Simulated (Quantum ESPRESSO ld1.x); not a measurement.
The numbers below are computed, except where a source is named.
All-electron atom: the cobalt ion Co11+ in [Ne] 3s2 3p4 (the NIST ground configuration). Code: ld1.x of Quantum ESPRESSO 7.5. Model: scalar-relativistic Kohn-Sham, relativistic LDA (MacDonald-Vosko exchange, VWN5 correlation), spin-unpolarised, spherical densities, point nucleus.

Normalised radial functions P(r) = r R(r), r in bohr:

| r | 1s | 2s | 3p |
|---|---|---|---|
| 0.001859 | 0.5164 | 0.1593 | 0.0011 |
| 0.002601 | 0.7037 | 0.2169 | 0.0020 |
| 0.003669 | 0.9580 | 0.2951 | 0.0039 |
| 0.005134 | 1.2802 | 0.3937 | 0.0072 |
| 0.007184 | 1.6842 | 0.5164 | 0.0135 |
| 0.01005 | 2.1674 | 0.6609 | 0.0250 |
| 0.01418 | 2.7183 | 0.8195 | 0.0464 |
| 0.01984 | 3.2470 | 0.9568 | 0.0832 |
| 0.02777 | 3.6529 | 1.0245 | 0.1452 |
| 0.03917 | 3.7793 | 0.9385 | 0.2460 |
| 0.05481 | 3.4730 | 0.6074 | 0.3879 |
| 0.0767 | 2.7148 | -0.0255 | 0.5612 |
| 0.1073 | 1.6963 | -0.8902 | 0.7140 |
| 0.1514 | 0.7597 | -1.7285 | 0.7331 |
| 0.2119 | 0.2243 | -2.0857 | 0.4706 |
| 0.2965 | 0.0365 | -1.7554 | -0.1310 |
| 0.4182 | 0.0024 | -0.9728 | -0.8945 |
| 0.5852 | 0.0001 | -0.3295 | -1.3232 |
| 0.8189 | 0.0000 | -0.0575 | -1.1185 |
| 1.146 | 0.0000 | -0.0041 | -0.5425 |
| 1.616 | 0.0000 | -0.0001 | -0.1262 |
| 2.262 | 0.0000 | 0.0000 | -0.0119 |

1s: eigenvalue -7865.8 eV, 0 radial nodes, <r> = 0.0564 bohr, 90 % of the charge inside 0.101 bohr. 2s: eigenvalue -1202.6 eV, 1 radial node at r = 0.0759 bohr, <r> = 0.255 bohr, 90 % of the charge inside 0.394 bohr. 3p: eigenvalue -323.70 eV, 1 radial node at r = 0.279 bohr, <r> = 0.686 bohr, 90 % of the charge inside 1.02 bohr.
